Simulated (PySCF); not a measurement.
Cartesian coordinates (Å):
```xyz
9

Ti     0.1312     0.0227    -0.0129
S     -0.6212     0.5548     2.0756
H     -1.6813    -0.2850     1.8747
S      1.7295    -1.6054     0.0631
H      1.9512    -1.2850     1.3738
S      0.9601     1.9665    -0.8770
H      1.9717     1.2459    -1.4488
S     -1.5428    -0.8232    -1.3143
H     -1.7063     0.4206    -1.8584
```
Charge 0, spin multiplicity 1.

### Question
Give the dipole moment, total energy and LUMO at the level TPSSh-D3(BJ)/def2-TZVP // PBE-D3(BJ)/def2-SVP run with PySCF.

### Answer

The dipole moment is 0.00 D, the total energy is -2444.9707 Ha and the LUMO is -3.52 eV.
